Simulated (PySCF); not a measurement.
BaI2. Atoms are numbered in the order given.

```xyz
3

Ba     0.0000     0.0000    -0.7265
I      0.0000     2.9583     0.3838
I      0.0000    -2.9583     0.3838
```

The structure is a stationary point at B3LYP-D3(BJ)/def2-SVP. The def2 effective core potentials stand for the cores of Ba, I; spin–orbit coupling is left out.

Calculation: PBE/def2-TZVPD run with PySCF.

```json
{
  "total_energy": "-621.07180 hartree",
  "point_group": "C2v",
  "highest_occupied_level": "-5.76 eV",
  "lowest_empty_level": "-2.76 eV",
  "orbital_gap": "3.00 eV",
  "dipole_moment": "5.86 D",
  "quadrupole, principal values (traceless, Buckingham form, about the centre of nuclear charge)": "-40.75, 17.75, 22.99 D·Å",
  "mean_static_polarisability": "135.5 bohr³ (20.09 Å³)",
  "polarisability_principal_values": "102.8, 107.9, 195.9 bohr³"
}
```
